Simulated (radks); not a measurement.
The numbers below are computed, except where a source is named.
Task: The mean radii <r> (bohr) of the occupied orbitals of an atom or ion are listed with their occupations. Level of theory: Dirac Kohn-Sham, PBEsol, spin-unpolarised, spherical densities, finite nucleus; Fermi nuclear charge, rms radius of each element as measured or else 0.836 A^(1/3) + 0.57 fm (a radial shooting solver on a logarithmic mesh with Libxc functionals).

orbital  occ.      <r>
1s1/2       2  0.01716
2s1/2       2  0.07172
2p1/2       2  0.05907
2p3/2       4  0.06750
3s1/2       2   0.1866
3p1/2       2   0.1768
3p3/2       4   0.1923
3d3/2       4   0.1676
3d5/2       6   0.1724
4s1/2       2   0.4151
4p1/2       2   0.4180
4p3/2       4   0.4519
4d3/2       4   0.4618
4d5/2       6   0.4731
5s1/2       2   0.9525
4f5/2       6   0.5125
4f7/2       8   0.5198
5p1/2       2    1.032
5p3/2       4    1.130
5d3/2       4    1.527
5d5/2       4    1.582

Name the element and its charge. Open shells, if any, fill j = l - 1/2 first.

Result: Z = 78, platinum, charge +2: Pt2+ in [Xe] 4f14 5d8. The 1s radius gives Z: for a bare nucleus <r> = (2 gamma + 1)/(2Z) with gamma = sqrt(1 - (Z/c)^2), 0.01695 bohr for Z = 78, and screening makes it slightly larger (0.01716 here). The occupations add up to 76, and the charge is Z minus that.
